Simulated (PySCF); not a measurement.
Species: Cd(NH2)2 (singlet state).
Bonds: Cd1–N2, Cd1–N5. Hydrogens: H3, H4 on N2; H6, H7 on N5.

Method: PBE0-D3(BJ)/def2-SVP geometry optimisation, gas phase, def2 core potentials past Kr (PySCF); density fitting, grid level 1; the optimiser is geomeTRIC in internal coordinates, started from a GFN1-xTB structure with every atom displaced at random (about 0.03 Å).

Step 2: E = -7602.7716 eV
```
atom  x, y, z in Å  |  force x, y, z in eV/Å
Cd1    -0.1575    0.1694   -0.0152    0.378  -0.391   0.163
N2      0.3281    0.0361    1.9424   -0.638  -0.544   0.324
H3     -0.0319    0.7672    2.5571    0.038   0.032  -0.066
H4     -0.0705   -0.8459    2.3275    0.366   0.677  -0.257
N5     -0.0050   -0.3328   -1.9596   -0.499   0.576  -0.523
H6      0.8164    0.1343   -2.3557   -0.065  -0.125  -0.030
H7     -0.7878   -0.0302   -2.5651    0.420  -0.223   0.388
```

Step 3: E = -7602.8743 eV
```
atom  x, y, z in Å  |  force x, y, z in eV/Å
Cd1     0.0273   -0.0094   -0.0098   -0.026   0.075   0.000
N2      0.2934    0.0227    1.9649   -0.468  -0.882   0.744
H3     -0.0822    0.8083    2.4952    0.020   0.088  -0.192
H4     -0.1134   -0.8194    2.4278    0.452   0.726  -0.424
N5      0.0134   -0.2830   -1.9824   -0.347   0.235  -0.576
H6      0.7866    0.1695   -2.4716    0.007  -0.075   0.060
H7     -0.8332    0.0092   -2.4926    0.362  -0.167   0.388
```

Step 4: E = -7602.8977 eV
```
atom  x, y, z in Å  |  force x, y, z in eV/Å
Cd1     0.0494   -0.0347   -0.0101   -0.028   0.068   0.023
N2      0.2840    0.0134    1.9759   -0.211  -0.474   0.305
H3     -0.1030    0.8162    2.4689   -0.002   0.053  -0.116
H4     -0.1018   -0.8153    2.4512    0.221   0.365  -0.215
N5      0.0141   -0.2739   -1.9932   -0.109   0.073  -0.191
H6      0.7879    0.1627   -2.4927   -0.001  -0.030   0.034
H7     -0.8386    0.0296   -2.4686    0.131  -0.055   0.159
```

Q: Estimate the geometry and energy of step 5. (The exact step hangs on the optimiser's Hessian estimate; all steps are aligned on step 4, rigid shifts and turns removed.)

A: E = -7602.9047 eV, largest force 0.090 eV/Å
```
atom  x, y, z in Å  |  force x, y, z in eV/Å
Cd1     0.0599   -0.0502   -0.0089   -0.003   0.016   0.002
N2      0.2782    0.0038    1.9742    0.040   0.050   0.000
H3     -0.1261    0.8206    2.4272   -0.007   0.002   0.001
H4     -0.0838   -0.8122    2.4604   -0.027  -0.059   0.063
N5      0.0133   -0.2697   -1.9910    0.055  -0.055  -0.008
H6      0.7911    0.1517   -2.4944   -0.003   0.011  -0.012
H7     -0.8407    0.0539   -2.4361   -0.055   0.036  -0.045
```

The energy changes by -0.0070 eV. The first-order estimate −F·Δx gives -0.0161 eV and the mean of the old and new forces, exact on a quadratic surface, -0.0071 eV. The step makes an angle of 74° with the force vector and moves no atom by more than 0.048 Å.

The cost below is that of the whole optimisation. The run took 20 s wall on one thread, Arm Neoverse V1 (aarch64), no GPU, shared host with 32 logical CPUs at a one-minute load of 29, and the process peaked at 0.31 GiB of memory.
